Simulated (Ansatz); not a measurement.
**Question.** Predict a relaxed structure of (4-phenylthiophenyl)diphenylsulfonium (C₂₄H₁₉S₂⁺), charge 1, singlet, at PBE-D4/def2-SVP (Ansatz).

**Answer.** 
Cartesian coordinates in Å:
```
C 0.5212 -0.0578 6.2546
C 1.3513 0.8515 5.5774
C 0.8055 1.7361 4.6345
C -0.5774 1.6967 4.3682
S -1.2896 2.8646 3.2124
C -1.1488 2.0335 1.6672
C -0.6195 0.7292 1.5117
C -0.5442 0.1419 0.2474
C -1.0020 0.8598 -0.8729
S -0.9308 0.2055 -2.5284
C -0.9394 -1.5833 -2.3140
C -2.2102 -2.1788 -2.2262
C -2.2867 -3.5669 -2.0473
C -1.1121 -4.3344 -1.9739
C 0.1469 -3.7199 -2.0775
C 0.2466 -2.3306 -2.2500
C 0.7274 0.5710 -3.1354
C 1.7628 0.9572 -2.2712
C 3.0213 1.2363 -2.8256
C 3.2261 1.1309 -4.2114
C 2.1719 0.7520 -5.0593
C 0.9049 0.4756 -4.5270
C -1.5509 2.1521 -0.7393
C -1.6157 2.7339 0.5249
C -1.4154 0.7929 5.0497
C -0.8586 -0.0860 5.9922
H 0.9523 -0.7442 7.0001
H 2.4309 0.8806 5.7922
H 1.4427 2.4629 4.1076
H -0.2698 0.1726 2.3926
H -0.1425 -0.8764 0.1389
H -3.1256 -1.5710 -2.2948
H -3.2726 -4.0513 -1.9767
H -1.1789 -5.4246 -1.8421
H 1.0646 -4.3250 -2.0276
H 1.2291 -1.8443 -2.3421
H 1.5893 1.0501 -1.1886
H 3.8471 1.5438 -2.1661
H 4.2159 1.3555 -4.6361
H 2.3319 0.6810 -6.1462
H 0.0701 0.1887 -5.1855
H -1.9221 2.7005 -1.6183
H -2.0407 3.7431 0.6374
H -2.4966 0.7867 4.8430
H -1.5095 -0.7916 6.5316
```
 This is one stationary point.

Single mean-field runs in def2-SVP are fitted with def2-universal-jkfit.
